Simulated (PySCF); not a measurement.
All of these have the formula C4H9FOSi2. Level of theory: TDDFT CAM-B3LYP/def2-SVPD, vertical, gas phase, core orbitals frozen in the response in PySCF 2.14.0, density-fitted response routines. Geometries: GFN2-xTB; one conformer of each isolated species. Triplets are in the Tamm–Dancoff approximation.

A. `F[Si]1(O[SiH3])CC=CC1`
B. `C#C[Si@@](F)(CC)[SiH2]O`
C. `C#C[C@@](F)(C[SiH3])[SiH2]O`

Lowest singlet levels (six at most, fewer where fewer were computed) with oscillator strengths:

1. 229 nm (f 0.009); 204 nm (f 0.006); 201 nm (f 0.001); 193 nm (f 0.001); 177 nm (f 0.073); 177 nm (f 0.108); T1 4.88 eV
2. 216 nm (f 0.008); 189 nm (f 0.002); 181 nm (f 0.014); 174 nm (f 0.001); 169 nm (f 0.013); 163 nm (f 0.067); T1 5.16 eV
3. 180 nm (f 0.004); 171 nm (f 0.070); 170 nm (f 0.010); 168 nm (f 0.001); 167 nm (f 0.182); 160 nm (f 0.005); T1 4.49 eV

**Question.** Match each spectrum to its molecule.

**Answer.** 1 = B, 2 = C, 3 = A.
- A: S1 at 6.88 eV, HOMO→LUMO+2 (64%), HOMO→LUMO (22%), HOMO→LUMO+1 (11%); Löwdin shares by element: HOMO carbon 84% (atoms not listed hold the other 16%); LUMO silicon 49%, oxygen 9%, hydrogen 8% or more (atoms not listed hold the other 34%); HOMO -8.55 and LUMO 0.81 eV; point group Cs.
- B: S1 at 5.41 eV, HOMO→LUMO (88%); Löwdin shares by element: HOMO silicon 32%, carbon 26% or more (atoms not listed hold the other 41%); LUMO silicon 45%, carbon 10% or more, oxygen 10% (atoms not listed hold the other 36%); HOMO -9.08 and LUMO -0.25 eV.
- C: S1 at 5.74 eV, HOMO→LUMO (54%), HOMO→LUMO+1 (18%); Löwdin shares by element: HOMO carbon 56% or more, silicon 11% or more (atoms not listed hold the other 33%); LUMO silicon 19% or more, oxygen 14%, carbon 11% or more, fluorine 10% (atoms not listed hold the other 46%); HOMO -8.96 and LUMO 0.50 eV.
